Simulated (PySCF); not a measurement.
Compound: C3H13NSi2.
Atom-mapped SMILES: `[CH3:1][CH2:2][CH2:3][N:4]([SiH3:5])[SiH3:6]` (hydrogens: H7, H8, H9 on C1; H10, H11 on C2; H12, H13 on C3; H14, H15, H16 on Si5; H17, H18, H19 on Si6)

Method: core-valence-separated Tamm–Dancoff BHandHLYP/aug-pcX-1 (pcseg-1 on H, def2-SVPD on Si) in PySCF, non-relativistic, gas phase, PBE0-D3(BJ)/def2-SVP geometry.

Computed nitrogen K-edge spectrum, Gaussian lines of 0.5 eV full width, highest printed point 100; it ends one width below the last computed root. The energies are unshifted.

| photon energy (eV) | absorption |
| --- | --- |
| 398.8 | 0 |
| 398.9 | 1 |
| 399.0 | 2 |
| 399.1 | 4 |
| 399.2 | 7 |
| 399.3 | 11 |
| 399.4 | 13 |
| 399.5 | 12 |
| 399.6 | 10 |
| 399.7 | 7 |
| 399.8 | 5 |
| 399.9 | 8 |
| 400.0 | 18 |
| 400.1 | 35 |
| 400.2 | 60 |
| 400.3 | 85 |
| 400.4 | 100 |
| 400.5 | 98 |
| 400.6 | 80 |
| 400.7 | 53 |
| 400.8 | 30 |
| 400.9 | 14 |

Problem. Where are the maxima, and which lines make them up?

Solution. 2 maxima:
- 399.4 eV: N4 (nitrogen bridging silicon atoms), 399.44 eV, f = 0.006, 100 % of the height at the exact maximum
- 400.4 eV: N4 (nitrogen bridging silicon atoms), 400.47 eV, f = 0.036, sum of 2, 78 % of the height at the exact maximum; N4 (nitrogen bridging silicon atoms), 400.28 eV, f = 0.012, 20 % of the height at the exact maximum

Roots within 0.03 eV on the same or equivalent atoms count as one line; shares under 12 % aren't listed.

Vibrational structure and lifetime widths aren't in the curve. The ionisation threshold wasn't computed; near and above it a finite basis only mimics Rydberg series and continuum.

Cost: about 60 s of CPU time on one thread; the machine was shared, so the figure is rough.

Shape of the structure used: `[CH3:1][CH2:2][CH2:3][N:4]([SiH3:5])[SiH3:6]`: C1–C2–C3–N4 180°, C2–C3–N4–Si5 86°.

One conformer stands for the species.
